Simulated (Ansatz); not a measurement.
Consider the hydrogenolysis of the In–Br bond: `[NH2][In]([Cl])[Br]` + H₂ → `[NH2][InH][Cl]` + HBr.

Program: Ansatz. Geometries: PBE0-D4/def2-TZVP. ΔE: electronic, gas phase. CCSD(T)/CBS adds triple-zeta CCSD(T) − MP2 to the extrapolated MP2 energy (def2 sets, frozen cores). This one scheme is used for every species. Functionals use def2-TZVPP. B3LYP here is the variant with VWN-RPA as its local correlation; programs differ in this. HSE06 is defined as in plane-wave codes. def2 core potentials past Kr. For Br, In outer-core shells are correlated without core-valence functions, which leaves a few kJ/mol of doubt a bond. Scalar relativity is left out up to krypton. One conformer a species, not always the lowest.

| level | ΔE (kcal/mol) |
| --- | --- |
| B97M-V | 22.9 |
| HSE06-D4 | 24.8 |
| ωB97X-V | 24.2 |
| B2PLYP | 24.9 |
| B3LYP | 23.5 |
| BHLYP | 24.0 |
| CAM-B3LYP | 22.2 |
| MP2/def2-TZVPP | 26.8 |

(1) What does CCSD(T)/CBS give? (Estimate.)

Largest T1 diagnostic among the species: 0.014.

Answers

(1) Ansatz gave: +26.2 kcal/mol. The listed levels differ from it by -3.3, -1.4, -2.0, -1.3, -2.7, -2.2, -4.0, 0.6 kcal/mol.

At CCSD(T), def2-SVP lies −1.8 kcal/mol from the extrapolated value and def2-TZVPP −1.7 kcal/mol. Leaving LDA and LC-ωPBE aside and taking each functional with its dispersion term where it has one, the values, not all of them listed here, spread over 2.9 kcal/mol, from B97M-V to BHLYP-D4. LDA lies −2.7 kcal/mol from PBE without D4. From BLYP to BHLYP (50 % exact exchange), in def2-TZVPP and without D4, ΔE moves by +0.7 kcal/mol.

CCSD(T)/CBS has its own doubt, a few kJ/mol and more with outer-core shells, so smaller differences from it don't rank the levels.
